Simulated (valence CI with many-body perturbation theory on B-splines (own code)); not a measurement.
**Sb¹⁷⁺: fill in the table**

Calculated by configuration interaction combined with many-body perturbation theory (CI+MBPT): six valence electrons over a frozen Dirac-Fock core [Ar] 3d10, a basis of 9 s, 9 p, 8 d, 6 f, 3 g, 1 h functions for each j, with the one-electron correlation potential Σ1, the two-electron term Σ2, the three-electron term Σ3, Breit, model QED; selected CI, second order for the rest, scaled by the run's own slope (own B-spline code, finite nucleus).

No measured spectrum was set against this ion. As an estimate, levels hold to about 250 cm⁻¹ or 0.2 % of their energy and the worst to 1 %, as in measured heavy ions of charge 2 to 7; those with d or f electrons hold less well. Among the levels kept, up to 1100 cm⁻¹ of a level comes from second order outside the variational space, and about a tenth of that is noise between levels of different J, which matters for small intervals.

```
                             Level  E (eV)
        (4s^2 4p1/2^2 4p3/2^2) J=2   0.000
        (4s^2 4p1/2^2 4p3/2^2) J=0       ?
          (4s^2 4p1/2 4p3/2^3) J=1       ?
          (4s^2 4p1/2 4p3/2^3) J=2  12.985
                (4s^2 4p3/2^4) J=0  25.641
          (4s 4p1/2^2 4p3/2^3) J=2  55.364
          (4s 4p1/2^2 4p3/2^3) J=1  59.738
            (4s 4p1/2 4p3/2^4) J=0  66.154
            (4s 4p1/2 4p3/2^4) J=1  71.814
    (4s^2 4p1/2^2 4p3/2 4d3/2) J=2  72.721
    (4s^2 4p1/2^2 4p3/2 4d3/2) J=3  73.283
    (4s^2 4p1/2^2 4p3/2 4d3/2) J=0  73.391
    (4s^2 4p1/2^2 4p3/2 4d3/2) J=1  74.283
    (4s^2 4p1/2^2 4p3/2 4d5/2) J=4       ?
    (4s^2 4p1/2^2 4p3/2 4d5/2) J=2       ?
    (4s^2 4p1/2^2 4p3/2 4d5/2) J=3       ?
(4s^2 4p1/2 4p3/2^2 4d3/2) J=1 [a]  81.543
(4s^2 4p1/2 4p3/2^2 4d3/2) J=2 [a]       ?
    (4s^2 4p1/2 4p3/2^2 4d3/2) J=0  82.117
(4s^2 4p1/2 4p3/2^2 4d3/2) J=3 [a]  83.028
```

Levels are named by their leading jj configuration (3d3/2^4 stands for four electrons in 3d with j = 3/2), which in mixed levels can hold well under half, so a name can repeat and another be missing. Letters in brackets count levels of one name in rising energy.

(1) The levels stand in rising order. What does the calculation give for the missing energies?

## Answers

(1) (4s^2 4p1/2^2 4p3/2^2) J=0 4.210; (4s^2 4p1/2 4p3/2^3) J=1 10.351; (4s^2 4p1/2^2 4p3/2 4d5/2) J=4 74.992; (4s^2 4p1/2^2 4p3/2 4d5/2) J=2 76.744; (4s^2 4p1/2^2 4p3/2 4d5/2) J=3 80.353; (4s^2 4p1/2 4p3/2^2 4d3/2) J=2 [a] 81.889.
